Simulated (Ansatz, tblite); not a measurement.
Removing an electron: [AlCl4]- (AlCl₄⁻). The state is a singlet with charge -1. Geometry: r2SCAN-D4/def2-SVPD. Ansatz, gas phase; energy differences of separate SCF runs; the oxidised species was run as a doublet alone.

```xyz
5

Al    0.000    0.000    0.000
Cl   -2.099   -0.446   -0.355
Cl    1.216   -1.693   -0.620
Cl    0.312    0.380    2.118
Cl    0.571    1.759   -1.144
```

The xTB rows come from tblite. HOMO above LUMO, or a gap near zero within one spin, warns that the state may not be the lowest or that an electron is smeared out.

| level | −HOMO (eV) | vertical IE (eV) | −LUMO (eV) | HOMO–LUMO gap (eV) | remarks |
| --- | --- | --- | --- | --- | --- |
| GFN1-xTB | 8.77 | 10.83 | 2.86 | 5.90 | – |
| PBE-D4/def2-TZVPD | 3.10 | 5.63 | -2.59 | 5.69 | gap within one spin near zero (doublet) |
| r2SCAN-D4/def2-TZVPD | 3.44 | 5.92 | -3.16 | 6.60 | gap within one spin near zero (doublet) |

(1) Estimate the rows for GFN2-xTB, PBE0-D4/def2-TZVPD.

Answers

(1) 
| level | −HOMO (eV) | vertical IE (eV) | −LUMO (eV) | HOMO–LUMO gap (eV) |
| --- | --- | --- | --- | --- |
| GFN2-xTB | 7.57 | 9.87 | -0.48 | 8.05 |
| PBE0-D4/def2-TZVPD | 4.48 | 6.27 | -3.07 | 7.55 |

Relaxing the oxidised species (r2SCAN-D4/def2-SVPD) changes its energy by -0.03 eV at PBE-D4/def2-TZVPD, so the adiabatic ionisation energy to this nearest minimum is 5.60 eV. At PBE0-D4/def2-TZVPD it is 6.22 eV. The gap within one spin of the relaxed charge 0 doublet nearly closes, so an electron or hole may be smeared out by delocalisation error.    Raw xTB energy differences between charge states are shifted by several eV; the methods need an empirical correction for them.
